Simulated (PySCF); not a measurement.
## Cost of excited-state runs on `C(#CC)c1ccccc1F`, C$_{9}$H$_{7}$F

Geometry (Å), atoms numbered from 1 in this order:
```xyz
17

C     3.8053   -0.1389   -0.3676
C     2.3783   -0.0848   -0.1612
C     1.1893   -0.0320    0.0113
C    -0.2081    0.0265    0.2152
C    -0.8760    1.2510    0.2616
C    -2.2418    1.3019    0.4619
C    -2.9708    0.1338    0.6206
C    -2.3308   -1.0936    0.5776
C    -0.9655   -1.1344    0.3774
F    -0.3512   -2.3370    0.3374
H     4.3231    0.2150    0.5241
H     4.0851    0.4929   -1.2107
H     4.1139   -1.1635   -0.5721
H    -0.3029    2.1578    0.1376
H    -2.7417    2.2583    0.4950
H    -4.0379    0.1762    0.7769
H    -2.8752   -2.0172    0.6982
```

PySCF with density fitting, on 1 thread of an Intel Xeon Platinum 8259CL, shared host. Command: `OMP_NUM_THREADS=1 python excited_run.py task.json out`

Task: How long does each of these runs take, and how much memory?
- magnetisability and related constants, HF/pcSseg-1; usual settings
- magnetisability and related constants, PBE/6-31G; usual settings

Result: 
| run | level | basis functions | wall time | peak memory (GiB) |
| --- | --- | --- | --- | --- |
| magnetisability and related constants | HF/pcSseg-1 | 205 | 52 s | 0.99 |
| magnetisability and related constants | PBE/6-31G | 104 | 48 s | 0.49 |

Times from a shared host are rough.
